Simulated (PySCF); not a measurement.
The complex [TcCl4]+ (charge +1) contains Tc(V), shell d2. The structure is a model geometry with rigid ligands and bond lengths from ionic radii, not a minimum; coordination tetrahedral, point group Td, metal–donor distances 2.19 Å.

The d shell alone is too small an active space for [TcCl4]+ (an active orbital has only 0.54 squared overlap with the free ion's shell): its levels, fitted parameters, g values and moments show what this model gives and aren't sound predictions.

```
5

Tc    0.0000    0.0000    0.0000
Cl    1.2644    1.2644    1.2644
Cl   -1.2644   -1.2644    1.2644
Cl   -1.2644    1.2644   -1.2644
Cl    1.2644   -1.2644   -1.2644
```

Method (PySCF 2.14, density fitting): CASSCF(2,5) with orbitals averaged over all microstates of the shell, strongly contracted NEVPT2 on the averaged canonical orbitals; basis x2c-TZVPall on the metal, x2c-SVPall elsewhere; spin-free X2C; gas phase; spin-orbit coupling by state interaction with the mean-field operator over all roots.

**Question.** What is the ground state?

**Answer.** 3A2 (S = 1, orbital degeneracy 1), with 2.0 electrons in the lower (e-type) set and 0.0 in the upper (t2-type) set, by NEVPT2.

**Question.** List the excited states of the same spin.

**Answer.** By NEVPT2: 3T2 at 13766 cm⁻¹ (726 nm); 3T1 at 16843 cm⁻¹ (594 nm); 3T1 at 27149 cm⁻¹ (368 nm). The strongest, at 16843 cm⁻¹, has f = 3.3e-02.

**Question.** Which is the lowest state of another spin?

**Answer.** 1E at 6906 cm⁻¹ by NEVPT2; CASSCF alone puts it at 8182 cm⁻¹ above the same ground state.

**Question.** Give the fitted ligand-field and repulsion parameters.

**Answer.** At CASSCF level (the NEVPT2 levels don't fit a ligand-field model well): orbital energies 0, 0, 13027, 13027, 13027 cm⁻¹; 10Dq = 13027 cm⁻¹; B = 510 cm⁻¹; C = 2021 cm⁻¹; B over its free-ion value at the same level 0.535; the fit misses the states by 869 cm⁻¹ rms, so splittings below that are unsure; ζ = 592 cm⁻¹ (free ion 1195), lowered by covalency.

**Question.** What magnetic behaviour follows?

**Answer.** The ground multiplet follows a spin Hamiltonian with S = 1, g = 1.890, 1.890, 1.890, D = 0 (spin-orbit part alone); the lowest levels hold 99 % of the spin-free ground state. μeff is 2.69 μB at 300 K and 2.67 μB at 10 K; the spin-only value is 2.83 μB.

The geometry is a model, and the complex may not exist in this form. Charge-transfer states lie outside this active space and may come lower than some of these levels. NEVPT2 on the d shell alone tends to put d–d bands too high for such charged or covalently bound ions.

The job took 13 s on one thread of Arm Neoverse V1 (shared host), with 135 basis functions, launched as `OMP_NUM_THREADS=1 python lf_run.py task.json out`.
